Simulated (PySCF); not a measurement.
Input for PySCF: R-HF/STO-3G on BF2HSe (SMILES FB(F)[SeH]), a point of a torsion scan.

```python
from pyscf import gto, scf, dft, mp
from pyscf.data.elements import chemcore

mol = gto.M(
    atom='''
    F    -1.16869336    1.20259536    0.11286079
    B    -0.64262843   -0.00228317    0.13591424
    F    -1.40436073   -0.98217702   -0.28849482
    Se    1.12985617   -0.31650772    0.75142391
    H     1.43045713    1.05796056    1.06077544
    ''',
    basis='sto-3g',
    charge=0, spin=0, verbose=3, max_memory=1800)
mf = scf.RHF(mol)
mf.conv_tol = 1e-8
mf.max_cycle = 100
mf.kernel()
if not mf.converged:
    mf = mf.newton().run(mf.mo_coeff, mf.mo_occ)
```

It printed:

```
converged SCF energy = -2594.72796812654
```

The calculation finished and met its thresholds.

Cost: about 0.3 core-seconds (a rough figure).
